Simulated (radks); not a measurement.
Species: Cu+. Configuration: [Ar] 3d10.

All-electron calculation, Dirac Kohn-Sham, PBE, spin-unpolarised, spherical densities, point nucleus; speed of light set to 205.554 atomic units (1.5 times the physical value, a model run). Program: a radial shooting solver on a logarithmic mesh with Libxc functionals.

Energy parts (hartree):
| part | energy |
|---|---|
| total | -1646.40992 |
| kinetic | 1658.17800 |
| electron-nucleus | -3944.51073 |
| Hartree | 706.98362 |
| exchange-correlation | -67.06081 |

Orbitals (lengths in bohr, moments of r in powers of bohr; <r^-3> diverges for s and p1/2; r(90%) holds 90 % of the orbital's charge):
| orbital | occ. | eigenvalue (hartree) | r(90%) | <r^4> | <r^-3> |
|---|---|---|---|---|---|
| 1s1/2 | 2 | -323.3952 | 0.0937 | 0.00003519 | - |
| 2s1/2 | 2 | -38.87865 | 0.367 | 0.007626 | - |
| 2p1/2 | 2 | -34.11100 | 0.337 | 0.005500 | - |
| 2p3/2 | 4 | -33.78094 | 0.339 | 0.005632 | 678.9 |
| 3s1/2 | 2 | -4.45235 | 1.08 | 0.5853 | - |
| 3p1/2 | 2 | -2.97346 | 1.16 | 0.7946 | - |
| 3p3/2 | 4 | -2.93221 | 1.17 | 0.8157 | 85.41 |
| 3d3/2 | 4 | -0.50650 | 1.82 | 6.267 | 7.683 |
| 3d5/2 | 6 | -0.50202 | 1.83 | 6.399 | 7.590 |

The highest occupied level is 3d5/2 at -13.661 eV. The density falls to 0.001 e/bohr^3 at r = 3.32 bohr.
